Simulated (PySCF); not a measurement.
## Radial density of Ar²⁺ (argon, charge +2)

UHF, [Ne] 3s2 3p4, high-spin 3P determinant. Computed with PySCF 2.14 in Sapporo-DZP-2012, with the spin-free X2C one-electron Hamiltonian (Gaussian nucleus).

```json
{"r (bohr)": "0.00161", "4πr²ρ (e/bohr)": "0.1157", "4πr²(ρα − ρβ)": "0.0000"}
{"r (bohr)": "0.00271", "4πr²ρ (e/bohr)": "0.3194", "4πr²(ρα − ρβ)": "0.0000"}
{"r (bohr)": "0.00455", "4πr²ρ (e/bohr)": "0.8516", "4πr²(ρα − ρβ)": "0.0001"}
{"r (bohr)": "0.00766", "4πr²ρ (e/bohr)": "2.143", "4πr²(ρα − ρβ)": "0.0002"}
{"r (bohr)": "0.0129", "4πr²ρ (e/bohr)": "5.042", "4πr²(ρα − ρβ)": "0.0006"}
{"r (bohr)": "0.0217", "4πr²ρ (e/bohr)": "10.40", "4πr²(ρα − ρβ)": "0.0021"}
{"r (bohr)": "0.0364", "4πr²ρ (e/bohr)": "17.46", "4πr²(ρα − ρβ)": "0.0087"}
{"r (bohr)": "0.0613", "4πr²ρ (e/bohr)": "20.86", "4πr²(ρα − ρβ)": "0.0386"}
{"r (bohr)": "0.103", "4πr²ρ (e/bohr)": "16.51", "4πr²(ρα − ρβ)": "0.1451"}
{"r (bohr)": "0.173", "4πr²ρ (e/bohr)": "15.58", "4πr²(ρα − ρβ)": "0.3395"}
{"r (bohr)": "0.292", "4πr²ρ (e/bohr)": "21.12", "4πr²(ρα − ρβ)": "0.3002"}
{"r (bohr)": "0.490", "4πr²ρ (e/bohr)": "11.65", "4πr²(ρα − ρβ)": "-0.0186"}
{"r (bohr)": "0.825", "4πr²ρ (e/bohr)": "4.202", "4πr²(ρα − ρβ)": "0.8714"}
{"r (bohr)": "1.39", "4πr²ρ (e/bohr)": "4.645", "4πr²(ρα − ρβ)": "1.5418"}
{"r (bohr)": "2.33", "4πr²ρ (e/bohr)": "0.9764", "4πr²(ρα − ρβ)": "0.3536"}
{"r (bohr)": "3.93", "4πr²ρ (e/bohr)": "0.01839", "4πr²(ρα − ρβ)": "0.0049"}
{"r (bohr)": "6.60", "4πr²ρ (e/bohr)": "1.554e-05", "4πr²(ρα − ρβ)": "0.0000"}
```

Densities and radii are taken from the X2C orbitals without a picture-change correction, which distorts them close to the nucleus.

Task: Where is the radial spin density 4πr²(ρα − ρβ) most negative, and why is it negative at all?

Result: Around r = 0.490 bohr, down to -0.0186 e/bohr: exchange with the open shell polarises the paired shells in an unrestricted calculation.
